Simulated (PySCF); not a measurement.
Ionising GeCl

UHF-MP2; basis Ge cc-pVDZ-PP with ECP10, Cl cc-pV(D+d)Z; scalar-relativistic core potentials; PySCF 2.14. Neutral (UHF): doublet (π ↑), Re = 2.192 Å, ωe = 409 cm⁻¹, De = 3.64 eV.

GeCl⁺ (RHF): singlet (closed shell), Re = 2.072 Å, ωe = 514 cm⁻¹, De = 4.29 eV to Ge⁺ + Cl. The energies at the minima are -753.11516 hartree for GeCl and -752.85599 for GeCl⁺.

Question: Work out the adiabatic ionisation energy, without and with harmonic zero-point energies (1 hartree = 27.2114 eV, 1 eV = 8065.5 cm⁻¹), and the change of the bond length.

Answer: At MP2: 0.25917 hartree = 7.052 eV between the minima; the zero-point term (514.0 − 409.0)/2 cm⁻¹ = +0.007 eV makes it 7.059 eV. Re changes by -12.0 pm against the neutral. The electron leaves a π orbital, and the shorter bond of the ion fits an antibonding orbital, or a change in how ionic the bond is.

Correlated steps freeze 9 core orbitals. Correlated levels converge slowly with the basis: in double zeta they bind strong bonds too weakly, by up to about 1 eV, and carry superposition errors of some tenths. For an ion De counts to the pair picked by the measured ionisation energies or electron affinities, which need not be the lowest pair at this level. Where the molecule has an RHF reference, its open-shell atoms are computed with UHF. States were picked by a PBE0 search and need not be the measured ground states.

Neutral and ion stand on different kinds of reference determinant, which adds to the error of the difference.
